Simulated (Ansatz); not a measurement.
A structure relaxed at PBE-D4/def2-SVP in Ansatz, charge 0, singlet:

Cartesian coordinates in Å:
```
Ca -2.637 2.006 1.648
O -1.891 0.373 0.358
Ca -1.166 -1.316 -0.974
O -0.215 -2.891 -2.227
O -1.131 1.545 3.114
Ca -0.346 -0.196 1.970
O 0.449 -1.814 0.592
Ca 1.225 -3.417 -0.718
O -1.217 3.362 0.765
Ca -0.443 1.843 -0.667
O 0.357 0.130 -1.923
Ca 1.135 -1.513 -3.180
Ca 0.277 2.924 2.251
O 1.085 1.311 0.974
Ca 1.955 -0.332 -0.328
O 2.565 -2.015 -1.652
```

Q: Give its formula and point group.

A: Ca₈O₈ (started as a model of: 2x2x4 CaO rock-salt block). Point group D2d (tolerance 0.1 Å).

Q: Summarise the bond lengths by kind (pairs closer than 1.2 times the sum of covalent radii, bridged metal pairs left out).

A: 28 × Ca–O 2.15 to 2.30 Å.
